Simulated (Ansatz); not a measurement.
Stepwise reaction of `N[SiH2][SiH](N)F` with hydrogen chloride, as a gas-phase model of exchange steps in deposition or etching. ΔE in kJ/mol.

Computed with Ansatz on PBE0-D4/def2-TZVP structures; ΔE is electronic, products minus reactants. CCSD(T)/CBS is the MP2 limit (def2-TZVPP, def2-QZVPP) plus CCSD(T) − MP2 in def2-TZVPP, frozen cores. This one scheme is used for every species. DFT in def2-TZVPP. B3LYP here is the variant with VWN-RPA as its local correlation; programs differ in this. One conformer a species, not always the lowest.

```
step                                                        reaction  PBE-D4  B3LYP-D4  ωB97M-V  CCSD(T)/CBS
   2  `N[Si@H](Cl)[Si@@H](N)F` + HCl → `N[SiH](F)[Si](N)(Cl)Cl` + H₂   -87.5     -87.3    -87.8        -85.9
```

Task: Give the row of step 1, `N[SiH2][SiH](N)F` + HCl → `N[Si@H](Cl)[Si@@H](N)F` + H₂. (Estimate.)

Result: Ansatz gave: 
```csv
step,reaction,PBE-D4,B3LYP-D4,ωB97M-V,CCSD(T)/CBS
1,`N[SiH2][SiH](N)F` + HCl → `N[Si@H](Cl)[Si@@H](N)F` + H₂,-99.5,-98.9,-98.8,-97.8
```

Task: By hand: ΔE of the 2 steps together at CCSD(T)/CBS.

Result: (-97.8) + (-85.9) = -183.7 kJ/mol, or -91.8 kJ/mol a step.

In ΔE each step is higher than the one before. All are downhill at CCSD(T)/CBS. PBE-D4 differs from CCSD(T)/CBS by -1.7 to -1.6 kJ/mol a step. Only this route is followed, and other bonds may react first. Isolated molecules leave out the surface, adducts and barriers. Largest T1 diagnostic: 0.011.
